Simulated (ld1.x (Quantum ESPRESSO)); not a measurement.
## Before and after: TM potential for silicon

- Element: silicon (Si)
- Generator: ld1.x (Quantum ESPRESSO) 7.5
- Type: norm-conserving Troullier–Martins (Kleinman–Bylander form)
- Functional: PBEsol
- Relativity: non-relativistic
- Frozen core: [Ne]
- Valence charge: 4
- Reference configuration: 3s2 3p2
- Partial waves: 3s (bound): rc 1.55 bohr; 3p (bound): rc 2.15 bohr
- Local potential: all-electron potential smoothed inside 1.25 bohr (lloc = -1)
- Core correction: a·sin(br)/r model core, default radius (core density twice the valence density)

All-electron outer shells of the reference configuration (PBEsol, non-relativistic, ld1.x):

| shell | level (eV) | outermost node (bohr) | outermost maximum (bohr) |
| --- | --- | --- | --- |
| 2p | -95.46 | – | 0.39 |
| 3s | -10.72 | 0.72 | 1.80 |
| 3p | -4.07 | 0.72 | 2.17 |

Change: all radii but the core radius scaled by about 0.92 (s 1.44, p 1.98 bohr); local potential all-electron potential smoothed inside 1.16 bohr (lloc = -1).

Cutoffs: the cutoffs (Ry, on a coarse ladder) from which the occupation-weighted sum of valence levels, in a spherical-Bessel basis at the reference potential, stays within 10 and 1 mRy of its value at 400 Ry; they do not see the model core or the augmentation charge, which bear on the density cutoff. Errors are all-electron minus pseudo energies relative to the spin-unpolarised reference configuration.

Question: How do hardness, ghosts and transferability respond?

Answer: The potential gets harder (15 Ry and 40 Ry → 15 Ry and 60 Ry); of the 7 tests that both files solve, the error grows in 3 and shrinks in 0 by more than 15 % and 0.3 meV (median size 6.3 → 7.7 meV); neither file shows a bound ghost. A smaller radius makes the pseudo-wave follow the all-electron one further in, where it bends more sharply, so more plane waves are needed. That the errors move this way runs against the usual rule that smaller radii transfer better.

| quantity | base | changed |
| --- | --- | --- |
| cutoff, loose | 15 Ry | 15 Ry |
| cutoff, tight | 40 Ry | 60 Ry |
| bound ghosts | none | none |
| error for 3s2 3p1, meV [ΔE 7.72 eV] | +6.3 | +7.2 |
| error for 3s2 3p0, meV [ΔE 23.70 eV] | +50 | +59 |
| error for 3s1 3p0, meV [ΔE 57.53 eV] | +184 | +228 |
| error for 3s2 3p2.3, meV [ΔE -0.93 eV] | +0.2 | +0.2 |
| error for 3s0 3p4, meV [ΔE 13.62 eV] | -5.0 | -7.7 |
| error for 3s1 3p2, meV [ΔE 15.07 eV] | +11 | +12 |
| error for 3s1 3p3, meV [ΔE 6.74 eV] | -0.3 | -0.6 |
